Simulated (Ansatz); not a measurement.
`ClBC[O][GeH3]` + `BC[SiH3]` → `BC([SiH3])BCl` + `C[O][GeH3]`  (formal exchange of groups at a B–C bond)

Calculated with Ansatz (gas phase, PBE0-D4/def2-TZVP geometries, no zero-point term in ΔE). CCSD(T)/CBS is the MP2 limit (def2-TZVPP, def2-QZVPP) plus CCSD(T) − MP2 in def2-TZVPP, frozen cores. DFT in def2-TZVPP. B3LYP here is the variant with VWN-RPA as its local correlation; programs differ in this. For Ge outer-core shells are correlated without core-valence functions, which leaves a few kJ/mol of doubt a bond. Scalar relativity is left out up to krypton. One conformer a species, not always the lowest.

(1) Is it downhill or uphill in electronic energy at CCSD(T)/CBS, and by how much? (Best estimate.)

(2) What do these levels give: PBE0-D4, B3LYP-D4, ωB97X-V, ωB97M-V, B2PLYP, PBE, r2SCAN, PBE0, CCSD(T)/def2-TZVPP, HF/def2-QZVPP, MP2/def2-QZVPP, SCS-MP2/def2-QZVPP? (An estimate is asked.)

Largest T1 diagnostic among the species: 0.012.

## Answers

(1) Ansatz gave: Downhill: ΔE = -38.2 kJ/mol.

(2) The calculation gave: PBE0-D4 -39.3, B3LYP-D4 -32.6, ωB97X-V -33.2, ωB97M-V -35.6, B2PLYP -33.5, PBE -37.7, r2SCAN -38.0, PBE0 -37.4, CCSD(T)/def2-TZVPP -37.4, HF/def2-QZVPP -22.1, MP2/def2-QZVPP -43.0, SCS-MP2/def2-QZVPP -38.1 kJ/mol.

The D4 term adds −3.6 kJ/mol with B3LYP and −1.9 kJ/mol with PBE0; it sums over pairs of atoms, weighted by their polarisabilities, and B3LYP, whose exchange is more repulsive, gets the larger term. In def2-TZVPP, CCSD(T) changes the Hartree–Fock value by −15.9 kJ/mol (the triples alone add −3.1 kJ/mol) and MP2 by −20.8 kJ/mol.
